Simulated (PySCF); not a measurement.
F- (fluorine, charge -1) across methods

[Ne], closed-shell 1S. All numbers are calculated (PySCF 2.14, the non-relativistic Hamiltonian (point nucleus), in aug-cc-pV5Z (7s6p5d4f3g2h, 127 functions)).

```json
{"method": "LDA", "E (hartree)": "-99.2662", "mean ε 1s (eV)": "-643.95", "mean ε 2s (eV)": "-16.515", "mean ε 2p (eV)": "1.277", "Σ⟨r²⟩ (bohr²)": "18.46", "⟨S²⟩": "0.000"}
{"method": "PBE0", "E (hartree)": "-99.8005", "mean ε 1s (eV)": "-661.92", "mean ε 2s (eV)": "-19.944", "mean ε 2p (eV)": "-0.173", "Σ⟨r²⟩ (bohr²)": "17.50", "⟨S²⟩": "0.000"}
{"method": "r2SCAN", "E (hartree)": "-99.8546", "mean ε 1s (eV)": "-654.32", "mean ε 2s (eV)": "-18.095", "mean ε 2p (eV)": "1.270", "Σ⟨r²⟩ (bohr²)": "17.70", "⟨S²⟩": "0.000"}
{"method": "HSE06", "E (hartree)": "-99.8106", "mean ε 1s (eV)": "-661.54", "mean ε 2s (eV)": "-19.493", "mean ε 2p (eV)": "0.234", "Σ⟨r²⟩ (bohr²)": "17.50", "⟨S²⟩": "0.000"}
{"method": "PW91", "E (hartree)": "-99.8787", "mean ε 1s (eV)": "-648.77", "mean ε 2s (eV)": "-16.738", "mean ε 2p (eV)": "1.428", "Σ⟨r²⟩ (bohr²)": "18.48", "⟨S²⟩": "0.000"}
{"method": "BHandHLYP", "E (hartree)": "-99.8561", "mean ε 1s (eV)": "-676.27", "mean ε 2s (eV)": "-23.174", "mean ε 2p (eV)": "-1.964", "Σ⟨r²⟩ (bohr²)": "16.88", "⟨S²⟩": "0.000"}
{"method": "PBE", "E (hartree)": "-99.8101", "mean ε 1s (eV)": "-648.39", "mean ε 2s (eV)": "-16.742", "mean ε 2p (eV)": "1.467", "Σ⟨r²⟩ (bohr²)": "18.55", "⟨S²⟩": "0.000"}
```

Estimate the same row for UHF.

E (hartree) = -99.45926; mean ε 1s (eV) = -702.86; mean ε 2s (eV) = -29.241; mean ε 2p (eV) = -4.924; Σ⟨r²⟩ (bohr²) = 15.98; ⟨S²⟩ = 0.000.

The outer electron is barely bound at this level, so radii and moments hang on the diffuse functions.

The highest occupied level is positive at LDA, r2SCAN, HSE06, PW91, PBE: only the finite basis holds that electron, which in a density functional comes from self-interaction.
